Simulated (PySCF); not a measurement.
# S⁺: ionisation energy

S⁺ [Ne] 3s2 3p3 (4S) → S²⁺ [Ne] 3s2 3p2 (3P), as a difference of total energies. Calculation: PySCF 2.14, in x2c-QZVPPall; the spin-free X2C one-electron Hamiltonian (Gaussian nucleus). Correlated levels: valence and next inner shell: 1s2 frozen. The calculations carry no spin-orbit coupling.

```csv
method,ionisation energy (eV),plus first-order spin-orbit estimate,error of that sum (eV)
UHF,22.711,22.648,-0.690
MP2 (valence and next inner shell),23.389,23.327,-0.011
SCS-MP2 (valence and next inner shell),23.196,23.134,-0.204
CCSD (valence and next inner shell),23.302,23.240,-0.098
CCSD(T) (valence and next inner shell),23.347,23.285,-0.053
```

Reference: 23.338 eV (measured; NIST Atomic Spectra Database, ionization energies).

A first-order spin-orbit estimate (lowest level to lowest level, LS coupling) adds -0.062 eV.

Errors of the correlated levels include the incompleteness of this basis and the frozen core.
